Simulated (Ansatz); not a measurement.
Z-matrix (Å, degrees):
```
C
C 1 1.522
H 1 1.092 2 111.6
H 1 1.092 2 111.7 3 -120.6
H 1 1.093 2 110.5 3 119.5
Sn 2 2.124 1 112.6 3 61.7
H 2 1.092 1 111.9 3 -178.7
H 2 1.092 1 111.9 3 -58.1
O 6 1.963 2 111.8 1 46.5
O 6 1.962 2 112.6 1 -72.2
O 6 1.961 2 113.8 1 166.9
H 9 0.961 6 111.8 2 129.6
H 10 0.961 6 111.7 2 128.6
H 11 0.961 6 111.6 2 129.8
```

The species carries charge 0 and has multiplicity 1. Sn takes the def2 core potential.

Problem. List the CAM-B3LYP/def2-TZVPP orbital energies in eV (the Gaussian-basis code of Ansatz). (Estimate.)

Solution. Ansatz gave: Occupied: -522.12, -522.10, -522.09, -279.46, -278.97, -141.13, -96.07, -96.06, -95.98, -30.94, -30.94, -30.39, -30.18, -30.17, -28.72, -27.71, -27.69, -23.29, -19.33, -16.38, -14.84, -14.73, -14.34, -13.69, -12.58, -12.50, -11.79, -11.04, -11.03, -10.93, -10.13, -10.12, -9.48. Lowest empty: 0.16, 1.46, 1.58, 1.82, 2.76, 3.19, 3.26, 3.57.
